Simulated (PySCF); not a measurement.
## Assignment exercise: C4H8N2Si2

Atoms are numbered as in `[cH:1]1[n:2][cH:3][n:4]2[c:5]1[CH2:6][SiH2:7][SiH2:8]2` (H(Xn): hydrogen on atom n).

No solvent model, one computed conformer, equivalent nuclei averaged, relativity neglected. Geometry: GFN2-xTB; shielding tensors at PBE0/pcSseg-1 (GIAO); PySCF 2.14.

Shifts are taken against calculated references (same method and geometry level): ¹³C, ¹H vs TMS.

Question: Assign these signals to the numbered atoms. ¹³C{¹H} NMR (computed): δ 141.3, 140.8, 134.3, 3.8.

Answer: 
| δ (ppm) | atoms | environment | reason |
| --- | --- | --- | --- |
| 141.3 | C3 | aromatic CH between two ring heteroatoms | – |
| 140.8 | C5 | substituted aromatic carbon next to a ring nitrogen | – |
| 134.3 | C1 | aromatic CH next to a ring nitrogen | – |
| 3.8 | C6 | sp3 CH2 bonded to Si, on an aromatic ring | an electropositive neighbour leaves it electron-rich and shielded |

C3 and C5 lie closer than the usual error of such a calculation, so a measured spectrum could show them in the other order.

Question: Assign these signals to the numbered atoms. ¹H NMR (300 MHz, computed): δ 7.24 (m, 1H), 7.07 (m, 1H), 5.23 (m, 2H), 4.47 (m, 2H), 2.64 (m, 2H).

Answer: 
| δ (ppm) | atoms | environment | reason |
| --- | --- | --- | --- |
| 7.24 | H(C3) | hydrogen on an aromatic CH between two ring heteroatoms | the ring current deshields protons in the ring plane |
| 7.07 | H(C1) | hydrogen on an aromatic CH next to a ring nitrogen | the ring current deshields protons in the ring plane |
| 5.23 | H(Si8) | hydrogen on a silicon bonded to N, Si, in a 5-membered ring | – |
| 4.47 | H(Si7) | hydrogen on a silicon bonded to C, Si, in a 5-membered ring | – |
| 2.64 | H(C6) | hydrogen on an sp3 CH2 bonded to Si, on an aromatic ring | benzylic-type position, deshielded by the ring |

Shifts are as computed. Against solution values, carbons near 30 ppm lie about +3 ppm off and those near 130 ppm about +5 ppm. Of 1309 compounds with measured shifts, 239 miss one by over three times the rms of a fit or turn the order of signals round; such compounds aren't used in these exercises. Multiplicities follow the n + 1 count of equivalent neighbours, as no J values were calculated; m marks all less simple cases, F and P coupling included.
